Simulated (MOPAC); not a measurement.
MOPAC input (PM7):

```
PM7 PRECISE GNORM=0.05 LET XYZ CHARGE=-1 GEO-OK AUX(PRECISION=9) THREADS=1
H2FSi

Si   -0.55320785 1    0.17136907 1   -0.17273039 1
F     1.07473403 1   -0.08299006 1    0.27977855 1
H    -0.70575794 1   -1.06312497 1   -1.11161160 1
H    -1.22193838 1   -0.58913144 1    1.01183005 1
```

Output:

```
 *******************************************************************************
 **                                                                           **
 **                              MOPAC v23.2.5                                **
 **                                                                           **
 *******************************************************************************
 ** MOPAC's Digital Object Identifier: https://doi.org/10.5281/zenodo.6511958 **
 **                                                                           **
 ** Please cite the open-source release paper for use of this MOPAC version:  **
 ** J. E. Moussa and J. J. P. Stewart (2026)                                  **
 ** MOPAC: An open-source semiempirical molecular orbital program             **
 ** J. Open Source Softw., 11(119), 8025, https://doi.org/10.21105/joss.08025 **
 *******************************************************************************

                              PM7 CALCULATION RESULTS

 *******************************************************************************
 *  PM7        - The PM7 Hamiltonian to be used
 *  GEO-OK     - OVERRIDE INTERATOMIC DISTANCE AND OTHER SAFETY CHECKS
 *
 *
 *
 *                 CHARGE ON SYSTEM = -1
 *
 *
 *
 *  LET        - OVERRIDE SOME SAFETY CHECKS
 *  PRECISE    - TIGHTER CRITERIA TO BE USED
 *  XYZ        - CARTESIAN COORDINATE SYSTEM TO BE USED
 *  GNORM      - EXIT WHEN GRADIENT NORM DROPS BELOW 0.050
 *  AUX        - OUTPUT AUXILIARY INFORMATION
 *******************************************************************************
PM7 PRECISE GNORM=0.05 LET XYZ CHARGE=-1 GEO-OK AUX(PRECISION=9) THREADS=1
 H2FSi

   ATOM   CHEMICAL          X               Y               Z
  NUMBER   SYMBOL      (ANGSTROMS)     (ANGSTROMS)     (ANGSTROMS)

     1      Si         -0.55320785  *   0.17136907  *  -0.17273039  *
     2       F          1.07473403  *  -0.08299006  *   0.27977855  *
     3       H         -0.70575794  *  -1.06312497  *  -1.11161160  *
     4       H         -1.22193838  *  -0.58913144  *   1.01183005  *

          CARTESIAN COORDINATES

    NO.       ATOM           X           Y           Z

     1        Si         -0.5532      0.1714     -0.1727
     2         F          1.0747     -0.0830      0.2798
     3         H         -0.7058     -1.0631     -1.1116
     4         H         -1.2219     -0.5891      1.0118

 General Reference for PM7:
 "Optimization of Parameters for Semiempirical Methods VI: More Modifications to the
 NDDO Approximations and Re-optimization of Parameters", J. J. P. Stewart, J. Mol. Mod., 1:32, 19 (2013)
 https://link.springer.com/article/10.1007/s00894-012-1667-x

           Empirical Formula: H2 Si F  =     4 atoms

      MOLECULAR POINT GROUP   :   Cs

      RHF CALCULATION, NO. OF DOUBLY OCCUPIED LEVELS = 7

          Geometry optimization using EF

          DIAGONAL MATRIX USED AS START HESSIAN

 CYCLE:     1  GRAD.:   148.321 HEAT: -80.72130
 CYCLE:     2  GRAD.:   104.562 HEAT: -94.40397
 CYCLE:     3  GRAD.:   123.990 HEAT: -101.8914
 CYCLE:     4  GRAD.:    59.213 HEAT: -114.8120
 CYCLE:     5  GRAD.:    45.142 HEAT: -118.7245
 CYCLE:     6  GRAD.:    24.448 HEAT: -120.4685
 CYCLE:     7  GRAD.:     4.811 HEAT: -121.1150
 CYCLE:     8  GRAD.:     1.074 HEAT: -121.1315
 CYCLE:     9  GRAD.:     0.284 HEAT: -121.1323
 CYCLE:    10  GRAD.:     0.249 HEAT: -121.1326
 CYCLE:    11  GRAD.:     0.087 HEAT: -121.1327
 CYCLE:    12  GRAD.:     0.033 HEAT: -121.1327

     GRADIENT =  0.03279 IS LESS THAN CUTOFF =  0.05000

 -------------------------------------------------------------------------------
 PM7 PRECISE GNORM=0.05 LET XYZ CHARGE=-1 GEO-OK AUX(PRECISION=9) THREADS=1
 H2FSi

     GEOMETRY OPTIMISED USING EIGENVECTOR FOLLOWING (EF).
     SCF FIELD WAS ACHIEVED

                              PM7 CALCULATION
                                                       MOPAC v23.2.5 Linux

          FINAL HEAT OF FORMATION =       -121.13272 KCAL/MOL =    -506.81929 KJ/MOL

          COSMO AREA              =         83.81 SQUARE ANGSTROMS
          COSMO VOLUME            =         69.76 CUBIC ANGSTROMS

          GRADIENT NORM           =          0.03279          =       0.01639 PER ATOM
          IONIZATION POTENTIAL    =          2.431097 EV
          HOMO LUMO ENERGIES (EV) =         -2.431  8.470
          NO. OF FILLED LEVELS    =          7
          MOLECULAR WEIGHT        =         49.0997         POINT GROUP:  C2v

          MOLECULAR DIMENSIONS (Angstroms)

            Atom       Atom       Distance
            H     3    F     2     2.61242
            H     4    F     2     2.20802
            H     3   Si     1     0.00002

          SCF CALCULATIONS        =         13

   ATOM   CHEMICAL          X               Y               Z
  NUMBER   SYMBOL      (ANGSTROMS)     (ANGSTROMS)     (ANGSTROMS)

     1      Si         -0.47979188  *  -0.15580646  *  -0.08184689  *
     2       F          1.07072248  *   0.04618913  *   0.24996671  *
     3       H         -0.85796003  *  -0.51018426  *  -1.42196849  *
     4       H         -1.43986542  *   0.02416636  *   0.97186534  *

                             CARTESIAN COORDINATES

   1   Si       -0.479791877    -0.155806461    -0.081846891
   2    F        1.070722476     0.046189130     0.249966711
   3    H       -0.857960034    -0.510184265    -1.421968486
   4    H       -1.439865418     0.024166361     0.971865343

           Empirical Formula: H2 Si F  =     4 atoms

      MOLECULAR POINT GROUP   :   C2v

                  EIGENVALUES
 -32.99339  -9.50203  -9.26819  -9.19552  -8.33245  -6.27152  -2.43110   8.47018
   9.90736  14.07673  26.60079  27.19091  27.20407  28.06022  28.48546

              NET ATOMIC CHARGES AND DIPOLE CONTRIBUTIONS

  ATOM NO.   TYPE          CHARGE      No. of ELECS.   s-Pop       p-Pop       d-Pop
    1         Si          -0.417893        4.4179     0.71443     3.54029     0.16318
    2          F          -0.475374        7.4754     1.92010     5.55528
    3          H          -0.053368        1.0534     1.05337
    4          H          -0.053365        1.0534     1.05337
 DIPOLE           X         Y         Z       TOTAL
 POINT-CHG.    -0.448    -0.058    -0.096     0.461
 HYBRID         1.575     0.205     0.337     1.623
 SUM            1.127     0.147     0.241     1.162

          ATOMIC ORBITAL ELECTRON POPULATIONS

     Atom    s        px        py        pz      x^2-y^2     xz        z^2       yz        xy
    1 Si   0.71443   0.56868   1.93119   1.04042   0.03360   0.06005   0.03233   0.00668   0.03053
    2  F   1.92010   1.66030   1.96366   1.93132
    3  H   1.05337
    4  H   1.05337

 **********************
 *                    *
 * JOB ENDED NORMALLY *
 *                    *
 **********************

 == MOPAC DONE ==
```

The dipole moment of an ion depends on the origin.

The geometry given is a B3LYP-D3(BJ)/def2-TZVP minimum.
